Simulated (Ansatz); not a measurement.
F₅Nb, SMILES [F][Nb]([F])([F])([F])[F] (connectivity only; charge and spin as stated), charge -1, multiplicity 2.

Geometry optimised at PBE0-D3(BJ)/def2-SVPD. The multiplicity is an assumed one; no other spin state was optimised. The isomer is the one that the SMILES or the coordinates give; other isomers of the formula were not compared. The def2 effective core potentials stand for the cores of Nb; spin–orbit coupling is left out.

Two levels are set side by side: PBE/def2-SVPD (Ansatz, an electronic-structure program) and CAM-B3LYP/def2-SVPD (Ansatz). Energy differences of separate SCF runs at the same geometry; the states with an electron removed or added have multiplicity 1. Differences are taken from unrounded values.

| quantity | CAM-B3LYP |
|---|---|
| vertical ionisation energy (eV) | 2.92 |

**Question.** What does PBE give, and how far is it from CAM-B3LYP? (Estimate from the structure and the level; the computed values follow.)

**Answer.** 
```
quantity                          PBE  PBE minus CAM-B3LYP
-------------------------------  ----  -------------------
vertical ionisation energy (eV)  1.92                -1.00
```
